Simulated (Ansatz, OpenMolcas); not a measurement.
# Computed against measured: atomisation enthalpy at 298 K

8 molecules holding an element from Na to Cl; the atomisation enthalpy at 298 K in kJ/mol, computed less measured. Shapes, held fixed at every level: PBE0-D4/def2-TZVP. Thermal terms are harmonic and unscaled (PBE0-D4/def2-TZVP); the spin-orbit lowering of the free atoms is taken from their spectra. Programs: Ansatz 0.2.0, OpenMolcas 26.06. A level may come from different programs for different species; with the same settings they agree closely. Measured values: Active Thermochemical Tables, NIST-JANAF tables.

Levels: A = HF/STO-3G; B = BLYP/6-311+G**; C = revPBE/6-311+G**; D = CCSD(T)/6-311+G**.

```
                      molecule  from tabulated heats      A     B     C     D
      BCl3 (boron trichloride)                  1337   -170   -69   -33   -79
            CHCl3 (chloroform)                  1402   -394   -86   -54  -122
CHClF2 (difluorochloromethane)                  1698   -568   -43   -42  -132
   SiH2Cl2 (SMILES Cl[SiH2]Cl)                  1449    -63  -118  -118  -135
     SO2F2 (sulfuryl fluoride)                  1693  -2416  -256  -259  -422
    SF4 (sulfur tetrafluoride)                  1358  -1567  -152  -177  -334
  SiF4 (silicon tetrafluoride)                  2382  -1268  -208  -262  -274
         C2H5Cl (chloroethane)                  2756   -186   -68   -71  -154
```

Q: Which level does best on this set, which worst, and which err to one side?

A: 
```json
{"level": "HF/STO-3G", "kind": "Hartree–Fock", "mean error": "-829.0", "mean absolute error": "829.0", "worst case": "SO2F2"}
{"level": "BLYP/6-311+G**", "kind": "GGA", "mean error": "-125.0", "mean absolute error": "125.0", "worst case": "SO2F2"}
{"level": "revPBE/6-311+G**", "kind": "GGA", "mean error": "-127.0", "mean absolute error": "127.0", "worst case": "SiF4"}
{"level": "CCSD(T)/6-311+G**", "kind": "coupled cluster or CI", "mean error": "-206.5", "mean absolute error": "206.5", "worst case": "SO2F2"}
```

On this set BLYP/6-311+G** has the smallest mean absolute error and HF/STO-3G the largest. HF/STO-3G is too low in 8 of 8; BLYP/6-311+G** is too low in 8 of 8; revPBE/6-311+G** is too low in 8 of 8; CCSD(T)/6-311+G** is too low in 8 of 8. The heats of SiH2Cl2 (dichlorosilane (DCS)), SO2F2 (sulfuryl fluoride), SF4 (sulfur tetrafluoride) come from older tables and can be uncertain by 10 kJ/mol or more. Heats of the atoms come from ATcT where it has them, that of boron, 570 kJ/mol, from recent work. The levels differ in basis as well as in method. The smallest two are near a tie. Where a negative error exceeds the measured value, the molecule comes out unbound. Hartree–Fock lacks correlation and underbinds. Correlated wave functions converge slowly with the basis. The set is small.
